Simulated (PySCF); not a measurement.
Compound: C6H11O2P.
Cartesian coordinates in Å at the PBE0-D3(BJ)/def2-SVP level; atoms count from 1:
```xyz
20
C6H11O2P angstrom
C     -2.7397    0.0927   -1.5229
C     -2.6957   -0.3777   -0.1102
C     -1.7160   -0.2014    0.7898
P     -0.1577    0.6507    0.5127
O      0.0054    1.4173   -0.7668
C      1.1156   -0.6511    0.7478
C      2.5175   -0.0754    0.6364
C      3.0007    0.2013   -0.7577
O      3.1592    0.1681    1.6290
H     -3.5907    0.7814   -1.6577
H     -1.8168    0.6084   -1.8164
H     -2.9261   -0.7594   -2.1974
H     -3.5791   -0.9335    0.2334
H     -1.8383   -0.6075    1.8019
H     -0.0057    1.4168    1.7066
H      0.9856   -1.1018    1.7429
H      0.9178   -1.3999   -0.0356
H      3.1075   -0.7445   -1.3131
H      2.2398    0.8047   -1.2809
H      3.9655    0.7220   -0.7253
```

All values: PBE0/pcSseg-1 (PySCF, non-relativistic), on one gas-phase PBE0-D3(BJ)/def2-SVP geometry that isn't relaxed in the solvent. The solvent is an IEF-PCM continuum (cavity from Bondi-type radii × 1.2). The model holds no explicit solvent molecules, cavitation or dispersion.

Gas phase at PBE0/pcSseg-1: HOMO -7.34 eV, LUMO -1.01 eV, dipole 4.23 D.

Q: What does the continuum do to the energy, the frontier levels and the dipole at PBE0/pcSseg-1 in methanol and water?

A: 
| solvent | ε | E(solvent) − E(gas) (kJ/mol) | polarisation term (kJ/mol) | distortion of the solute (kJ/mol) | HOMO (eV) | LUMO (eV) | dipole (D) |
| --- | --- | --- | --- | --- | --- | --- | --- |
| methanol | 32.61 | -45.00 | -53.63 | 8.63 | -7.41 | -0.84 | 5.46 |
| water | 78.36 | -46.42 | -55.65 | 9.23 | -7.41 | -0.84 | 5.50 |

The first energy column is the sum of the next two and covers electrostatics alone. From methanol to water the lowering changes by a factor 1.03, Onsager's factor (ε − 1)/(2ε + 1) by 1.03 and ε itself by 2.4.

Q: Which radius a makes the point-dipole formula ΔE = −[(ε − 1)/(2ε + 1)]·μ²/a³ give the value in water, with the gas-phase dipole?

A: μ = 1.666 au and |ΔE| = 0.01768 Eh give a = 2.25 Å; the farthest nucleus lies 4.08 Å from the centroid of the nuclei, so such a sphere wouldn't even hold the nuclei. The formula assumes a rigid point dipole at the centre of a sphere.

Q: Give the dipole vector in the frame of the coordinates (D, pointing from negative to positive charge), gas and water.

A: Gas (-3.13, -2.85, -0.21), solvent (-3.91, -3.87, 0.10). Its length changes by +30 % and its direction by 5°.

Q: Which Hirshfeld charges (PBE0/pcSseg-1) respond most in methanol (means over atoms taken as equivalent)?

A: 
| atoms | environment | gas (e) | solvent (e) | change |
| --- | --- | --- | --- | --- |
| O5 | phosphoryl oxygen | -0.369 | -0.411 | -0.042 |
| O9 | ketone oxygen | -0.241 | -0.282 | -0.041 |
| H17 | methylene hydrogen | +0.054 | +0.067 | +0.013 |
| H14 | vinylic hydrogen | +0.049 | +0.061 | +0.012 |
| H15 | P–H hydrogen | 0.000 | +0.012 | +0.012 |
| H16 | methylene hydrogen | +0.053 | +0.063 | +0.010 |
| P4 | phosphoryl phosphorus | +0.419 | +0.428 | +0.009 |
| H13 | vinylic hydrogen | +0.053 | +0.061 | +0.008 |

Q: How do the nuclear quadrupole coupling constants eQVzz/h respond in methanol?

A: 
```tsv
nucleus	Q (barn)	gas (MHz)	solvent (MHz)	η gas	η solvent
17O at O5	-0.0256	-6.35	-6.27	0.04	0.02
17O at O9	-0.0256	12.13	11.75	0.48	0.40
```
